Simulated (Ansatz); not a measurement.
Series CrX2: PBE0-D4/def2-SVP single points in Ansatz on relaxed structures, gas phase. Core potentials for I, no spin–orbit coupling. HOMO and LUMO are taken over both spins. Binding counts from free atoms in the multiplicity of their measured ground term, without zero-point energy. Singlets are spin-restricted. Names give formal oxidation states. The structures are stationary points that may keep the symmetry of their start. Remarks come from the PBE and PBE0 runs and from stability tests at other levels; not every state was tested. HOMO above LUMO (over both spins in singlets and doublets, within one spin in higher multiplets; at PBE or PBE0), or a gap under 0.15 eV within one spin, warns that the state may not be the lowest or that an electron is smeared out.

| species | atoms | state | geometry | HOMO (eV) | LUMO (eV) | gap (eV) | binding per atom (eV) | point group (within 0.1 Å) | remarks |
| --- | --- | --- | --- | --- | --- | --- | --- | --- | --- |
| CrI2 | 3 | quintet | PBE0-D4/def2-TZVP | -7.15 | -4.89 | 2.26 | 1.80 | D∞h | near-degenerate levels, HOMO above LUMO, gap within one spin near zero, spin-contaminated (⟨S²⟩ up to 6.20) |
| CrBr2 | 3 | quintet | PBE-D4/def2-TZVP | -7.53 | -4.74 | 2.79 | 2.17 | D∞h | near-degenerate levels, gap within one spin near zero, spin-contaminated (⟨S²⟩ up to 6.12) |
| CrCl2 | 3 | quintet | PBE-D4/def2-TZVP | -7.67 | -4.51 | 3.16 | 2.45 | D∞h | near-degenerate levels, gap within one spin near zero |
| CrF2 | 3 | quintet | B3LYP-D4/def2-TZVP | -7.26 | -3.04 | 4.21 | 3.15 | C2v | – |
| Cr(SH)2 (CrH2S2) | 5 | quintet | PBE-D4/def2-TZVP | -7.05 | -3.68 | 3.37 | 2.59 | C2h | spin-contaminated (⟨S²⟩ up to 6.18) |
| Cr(NH2)2 (CrN2H4) | 7 | quintet | PBE0-D4/def2-TZVP | -5.53 | -1.22 | 4.31 | 3.08 | Cs | – |
| CrMe2 (C2H6Cr) | 9 | quintet | PBE-D4/def2-TZVP | -5.84 | -1.24 | 4.60 | 3.42 | C2v | – |

The gap (eV) runs from 2.26 (CrI2) to 4.60 (CrMe2).
